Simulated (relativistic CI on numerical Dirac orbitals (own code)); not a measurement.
Computed by Dirac-Coulomb-Breit CI, orbitals from a KLI potential per configuration, model QED, unscaled Slater integrals (own radial code, finite nucleus).

CI space (outside the closed core [Ne]): 3s²3p⁶3d⁸, 3s²3p⁵3d⁹, 3s²3p⁴3d¹⁰, 3s3p⁶3d⁹, 3p⁶3d¹⁰, 3s3p⁵3d¹⁰, 3s²3p⁶3d⁷4s, 3s²3p⁶3d⁷4p, 3s²3p⁴3d⁹4s, 3s²3p⁶3d⁷4d, 3s²3p⁴3d⁹4p, 3s²3p⁵3d⁸4s, 3s²3p⁶3d⁷4f, 3s²3p⁴3d⁹4d, 3s3p⁵3d⁹4s, 3s²3p⁵3d⁸4p, 3s3p⁵3d⁹4p, 3s²3p⁶3d⁶4s², 3s²3p⁵3d⁸4d, 3s3p⁵3d⁹4d, 3s3p⁶3d⁸4s, 3s²3p⁶3d⁶4s4p, 3s²3p⁵3d⁸4f, 3p⁶3d⁹4s, 3s²3p⁶3d⁷5s, 3s²3p⁶3d⁶4p², 3s²3p⁶3d⁶4s4d, 3s3p⁶3d⁸4p, 3p⁶3d⁹4p, 3s²3p⁶3d⁷5p, 3s²3p⁵3d⁷4s², 3s²3p⁶3d⁶4p4d, 3s²3p⁶3d⁷5d, 3p⁶3d⁹4d, 3s²3p⁶3d⁷5f, 3s3p⁶3d⁸4d. Levels of other configurations are missing.

At this charge energies of transitions that change n are usually good to better than 1 %, and those within a shell (Δn = 0) to a few per cent.

Outline of the computed level scheme of Bi LVIII. Lowest level of each configuration: 3s²3p⁶3d⁸ ³F4 at 0.00 eV; 3s²3p⁵3d⁹ ³F°4 at 539.93 eV; 3s²3p⁴3d¹⁰ ³P2 at 1115.80 eV; 3s3p⁶3d⁹ ³D3 at 1393.15 eV; 3s3p⁵3d¹⁰ ³P°2 at 1936.26 eV; 3s²3p⁶3d⁷4s ⁵F5 at 2218.09 eV; 3s²3p⁶3d⁷4p ³F°4 at 2334.10 eV.

Some strong electric-dipole decays among the lowest 45 levels: 3s²3p⁴3d¹⁰ ¹D2 → 3s²3p⁵3d⁹ ³F°3 (1.2e+13 s⁻¹); 3s²3p⁵3d⁹ ³D°1 → 3s²3p⁶3d⁸ ³F2 (1.1e+13 s⁻¹); 3s²3p⁵3d⁹ ¹F°3 → 3s²3p⁶3d⁸ ¹G4 (9.7e+12 s⁻¹); 3s3p⁵3d¹⁰ ¹P°1 → 3s²3p⁴3d¹⁰ ³P2 (9.3e+12 s⁻¹); 3s3p⁶3d⁹ ³D3 → 3s²3p⁵3d⁹ ³F°4 (7.6e+12 s⁻¹); 3s²3p⁵3d⁹ ³F°2 → 3s²3p⁶3d⁸ ³F2 (6.1e+12 s⁻¹); 3s3p⁶3d⁹ ³D2 → 3s²3p⁵3d⁹ ³F°3 (5.8e+12 s⁻¹); 3s3p⁵3d¹⁰ ³P°2 → 3s²3p⁴3d¹⁰ ³P2 (5.8e+12 s⁻¹).

LS names give the leading component of a level, which can be under half, so a name can repeat, a term be missing and a line seem to break the LS rules.
